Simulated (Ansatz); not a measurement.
The same path of CH₈B₂N₂Si (14 atoms, charge 0, multiplicity 1) was run twice with different band settings. The coordinate that changes most is the height of N3 over the plane of its neighbours.

The calculation used RKS PBE/STO-3G (Ansatz).

Relaxed end points:

```xyz
14
Properties=species:S:1:pos:R:3
B 0.160 -2.177 0.076
Si 0.100 -0.327 0.621
N 1.320 0.179 1.824
B -1.068 1.092 -0.033
C -0.968 0.738 -1.565
N 0.328 0.880 -0.782
H 0.048 -2.490 -1.055
H 0.203 -3.039 0.880
H 0.881 0.820 2.545
H 1.623 -0.662 2.392
H -1.469 2.053 0.502
H -1.121 -0.255 -2.034
H -1.104 1.562 -2.289
H 1.055 1.597 -1.053
```

```xyz
14
Properties=species:S:1:pos:R:3
B 0.111 -2.218 0.069
Si -0.002 -0.388 0.663
N 0.937 -0.045 2.097
B -1.074 1.081 -0.025
C -0.921 0.745 -1.557
N 0.349 0.857 -0.723
H -0.054 -2.502 -1.063
H 0.255 -3.098 0.841
H 0.946 0.958 2.408
H 1.930 -0.388 2.113
H -1.479 2.046 0.500
H -1.071 -0.239 -2.042
H -1.016 1.579 -2.276
H 1.076 1.583 -0.977
```

Common settings: movable images 5; climbing image yes; optimiser quadratic models (default); start path through a guess of the saddle point; force threshold 0.03 eV/Å; iteration limit 60; end points relaxed.

| run | spring |
| --- | --- |
| 1 | 5.0 eV/Å² |
| 2 | 0.5 eV/Å² |

Question: What does each run give, and how far can it be trusted?

Answer: Run 1: converged after 45 iterations, highest image 0.040 eV above the first end. A vibrational analysis at the climbing image gives one clearly imaginary mode, 220i cm⁻¹: a first-order saddle point.
Run 2: not converged after 60 iterations, highest image 1.077 eV above the first end. The band didn't meet its force threshold, so its energies are provisional: the largest band force was still 0.26 eV/Å, and over the last iterations the top moved between 1.08 and 1.14 eV.
Limits of this set-up: minimal basis.
